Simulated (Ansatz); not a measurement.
CH$_{5}$GeNO, singlet, geometry from GFN2-xTB, atoms displaced at random by about 0.03 Å a coordinate; HF/6-31G, gradient run with Ansatz (an electronic-structure program).

The Ansatz input:
Ansatz 0.2 input:
```yaml
crystal:
  periodic: [false, false, false]
  atoms:
    - {symbol: Ge, position_ang: [-0.25305523, 0.25998182, 0.69176945]}
    - {symbol: O, position_ang: [1.21651794, -0.06229002, -0.30188154]}
    - {symbol: C, position_ang: [1.43953252, -0.47749398, -1.66621663]}
    - {symbol: H, position_ang: [0.68022613, -0.13231027, -2.37838370]}
    - {symbol: H, position_ang: [2.41337259, -0.01812703, -2.01416254]}
    - {symbol: H, position_ang: [1.53549097, -1.51823004, -1.63044475]}
    - {symbol: N, position_ang: [-1.58193825, -0.25496883, -0.38067847]}
    - {symbol: H, position_ang: [-1.48251780, -0.66108863, -1.35863668]}
    - {symbol: H, position_ang: [-2.53299619, -0.25004293, -0.14891953]}
basis:
  gaussian:
    orbitals: 6-31G
hamiltonian:
  xc: hf
output: {forces: true}
```

Output, abridged:

```
Functional definition: HF
748 factors; integrals over basis functions are off by at most 4.4e-4 eV
mean field evaluation 1: about -61088.1287 eV, gradient 4.0e1 eV
mean field evaluation 2: about -61088.1348 eV, gradient 4.0e1 eV
mean field evaluation 4: about -61091.5940 eV, gradient 2.8e0 eV
mean field evaluation 8: about -61091.6251 eV, gradient 5.2e-4 eV
mean field -61091.62514196 eV, -2245.0758145762 hartree, gradient 1.5e-5 eV, S^2 0.000000; 0 other end points of the search recorded, 0 dependent functions left out
the calculation of the forces begins
reference -61091.62514196 eV, -2245.0758145762 hartree; 29, 29 occupied and 37, 37 virtual orbitals, 748 factors
Total energy: -61091.62514196 eV, -2245.0758145762 hartree
Atom 0 at    -0.253055     0.259982     0.691769 Å, force     1.104035     0.458330     1.084387 eV/Å
Atom 1 at     1.216518    -0.062290    -0.301882 Å, force    -0.834558     0.213872    -0.842058 eV/Å
Atom 2 at     1.439533    -0.477494    -1.666217 Å, force     1.459238     2.245948     0.189065 eV/Å
Atom 3 at     0.680226    -0.132310    -2.378384 Å, force     0.040255    -0.334410     0.522731 eV/Å
Atom 4 at     2.413373    -0.018127    -2.014163 Å, force    -1.289700    -0.732299     0.590779 eV/Å
Atom 5 at     1.535491    -1.518230    -1.630445 Å, force     0.029211    -1.426476    -0.575509 eV/Å
Atom 6 at    -1.581938    -0.254969    -0.380678 Å, force     0.434998    -1.676230    -3.987258 eV/Å
Atom 7 at    -1.482518    -0.661089    -1.358637 Å, force    -0.048786     1.034353     2.416136 eV/Å
Atom 8 at    -2.532996    -0.250043    -0.148920 Å, force    -0.894692     0.216913     0.601728 eV/Å
Dipole moment:    -0.460546    -0.190232    -0.446787 e Å
```
